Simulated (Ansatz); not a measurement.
Gas-phase electronic energies from Ansatz, PBE0-D4/def2-TZVP geometries. CCSD(T)/CBS is the MP2 limit (def2-TZVPP, def2-QZVPP) plus CCSD(T) − MP2 in def2-TZVPP, frozen cores. Functionals use def2-TZVPP. Each species was taken in one conformer, which may not be the lowest.

Reaction (formal exchange of groups at the Si–C bond): `OC#C[SiH3]` + `C[O][Al]([CH3])[OH]` → `C[O][Al]([OH])[SiH3]` + `CC#CO`

`OC#C[SiH3]`:

Cartesian coordinates in Å:
```
O -1.551 -1.035 -2.058
C -0.823 -0.556 -1.099
C -0.095 -0.160 -0.220
Si 0.984 0.441 1.101
H -2.370 -0.531 -2.147
H 2.271 0.926 0.539
H 0.317 1.562 1.811
H 1.266 -0.646 2.073
```

`C[O][Al]([CH3])[OH]`:

Z-matrix (Å, degrees):
```
C
O 1 1.395
H 1 1.096 2 110.3
H 1 1.096 2 110.3 3 118.9
H 1 1.098 2 112.8 3 -120.6
Al 2 1.690 1 134.5 3 120.5
O 6 1.694 2 117.2 1 -180.0
C 6 1.938 2 123.0 1 0.0
H 7 0.956 6 122.1 2 0.1
H 8 1.092 6 111.3 2 178.9
H 8 1.094 6 111.4 2 58.4
H 8 1.094 6 111.3 2 -60.7
```

`C[O][Al]([OH])[SiH3]`:

```xyz
12

C     0.940    1.892   -0.601
O     0.086    0.927   -1.140
Al   -0.600   -0.519   -0.610
O    -1.611   -1.373   -1.662
Si   -0.201   -1.436    1.614
H     1.243    1.661    0.428
H     1.846    1.977   -1.209
H     0.447    2.870   -0.595
H    -1.818   -1.081   -2.549
H     0.419   -2.789    1.538
H     0.717   -0.565    2.402
H    -1.470   -1.564    2.383
```

`CC#CO`:

```xyz
8

C     0.875   -1.100    0.026
C    -0.100   -0.022    0.001
C    -0.902    0.868   -0.021
O    -1.840    1.780   -0.046
H     1.755   -0.850   -0.572
H     1.210   -1.316    1.043
H     0.447   -2.017   -0.386
H    -1.444    2.658   -0.045
```

(1) Is it downhill or uphill in electronic energy at CCSD(T)/CBS, and by how much? (Best estimate.)

(2) What do these levels give: revPBE-D4, ωB97X-V, ωB97M-V, PBE-QIDH, PBE, r2SCAN, r2SCANh, MP2/def2-TZVPP, SCS-MP2/def2-TZVPP, CCSD/def2-TZVPP, CCSD(T)/def2-TZVPP, MP2/def2-QZVPP? (Best estimate.)

Largest T1 diagnostic among the species: 0.013.

## Answers

(1) Ansatz gave: Uphill: ΔE = +15.8 kcal/mol.

(2) Ansatz gave: revPBE-D4 12.4, ωB97X-V 14.2, ωB97M-V 16.8, PBE-QIDH 14.7, PBE 11.7, r2SCAN 15.9, r2SCANh 15.7, MP2/def2-TZVPP 18.0, SCS-MP2/def2-TZVPP 17.4, CCSD/def2-TZVPP 15.3, CCSD(T)/def2-TZVPP 15.5, MP2/def2-QZVPP 18.2 kcal/mol.

From BLYP to BHLYP (50 % exact exchange), in def2-TZVPP and without D4, ΔE moves by +0.9 kcal/mol. Leaving LDA and LC-ωPBE aside and taking each functional with its dispersion term where it has one, the values, not all of them listed here, spread over 5.0 kcal/mol, from PBE-D4 to ωB97M-V. LDA lies −1.0 kcal/mol from PBE without D4.
